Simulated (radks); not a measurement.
The zinc ion Zn25+, configuration [He] 2s2 2p1 (the NIST ground configuration).

All-electron calculation, scalar-relativistic Kohn-Sham, r2SCAN, spin-polarised, spherical densities, finite nucleus; open shells are filled with parallel spins first; meta-GGA in the generalised Kohn-Sham scheme; Fermi nuclear charge, rms radius 3.9283 fm. Program: a radial shooting solver on a logarithmic mesh with Libxc functionals.

Energy parts (hartree):
part                       energy
total                 -1183.17502
kinetic                1209.17142
electron-nucleus      -2460.06900
Hartree                  95.72207
exchange-correlation    -27.99951

Orbitals (lengths in bohr, moments of r in powers of bohr; r(max) is where P^2 peaks; r(90%) holds 90 % of the orbital's charge):
orbital,occ.,eigenvalue (hartree),r(max),r(90%)
1s up,1,-412.2288,0.03286,0.0893
1s down,1,-411.8384,0.03284,0.0892
2s up,1,-92.60497,0.1803,0.320
2s down,1,-91.91519,0.1808,0.321
2p up,1,-88.78579,0.1425,0.289
2p down,0,-87.91877,0.1432,0.291
3s up,0,-37.91323,0.4704,0.714
3s down,0,-37.43350,0.4623,0.704
3p up,0,-36.76849,0.4423,0.692
3p down,0,-36.31105,0.4362,0.681

The highest occupied level is 2p up at -2416.0 eV. The density falls to 0.001 e/bohr^3 at r = 0.67 bohr. The spin density at the nucleus is -0.14 e/bohr^3 (1s -19.34, 2s 19.20). Spin moment in Bohr magnetons: 1. Summed over all electrons, <r^2> = 0.1484 bohr^2, which gives a Langevin (diamagnetic) susceptibility term of -0.118 x 10^-6 cm^3/mol. For comparison, the ionisation energy in NIST's Atomic Spectra Database is 2492 eV (semi-empirical). In exact Kohn-Sham theory the highest level is minus the ionisation energy, but local and semilocal functionals leave it too shallow, through self-interaction and a potential that decays too fast; potentials with the right tail come closer. The electron density at the nucleus is 2.552e+04 e/bohr^3 (large components only).
